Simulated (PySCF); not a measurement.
B(GeH3)(Me)(OH), SMILES C[B](O)[GeH3] (CH7BGeO) at its PBE0/def2-SVP optimised geometry (Å):

```
11

B     -0.1474     0.7011     0.0000
Ge     0.6174    -1.2488     0.0000
H      2.1678    -1.2488     0.0000
H      0.1710    -2.0598     1.2358
H      0.1720    -2.0553    -1.2393
C     -1.6891     0.9840     0.0067
H     -2.1645     0.5306    -0.8802
H     -1.9215     2.0598     0.0210
H     -2.1678     0.5043     0.8774
O      0.7008     1.7564    -0.0106
H      1.6318     1.5101    -0.0159
```

Level of theory: PBE0/def2-TZVP run with PySCF 2.14.0.

Map of the log10 of the electron density (e/bohr³), floored at −4 on the plane z = 0.6 Å:

```
|00000000000000000000000000000|
|00000000000000000000000000000|
|00000000000000000000000000000|
|00000011111001122211000000000|
|00000122332212333332100000000|
|00001234443323455543210000000|
|00012345555434567665321000000|
|00013456766545678876432000000|
|00023467776656789987542100000|
|00124567887666789987643100000|
|00124578888777788877543100000|
|00134678998877777766542100000|
|00134689998877777654432100000|
|00134678887777777654332110000|
|00124567776667777655443220000|
|00023455655567777766554321000|
|00012334444567788776665432000|
|00000122233467789877776542100|
|00000011123467899977776542100|
|00000000123467889877766532100|
|00000000123467888776665432000|
|00000000023456777765544321000|
|00000000012456666654433210000|
|00000000012345555443322100000|
|00000000001233444332211000000|
|00000000000122232221100000000|
|00000000000001111110000000000|
|00000000000000000000000000000|
|00000000000000000000000000000|
```
Scale: ten equal steps from -4.00 (start of '0') to -0.408 (end of '9'), in the order '0123456789'; x runs from -4.50 to 4.50, y from -4.50 (bottom) to 4.50 (top).
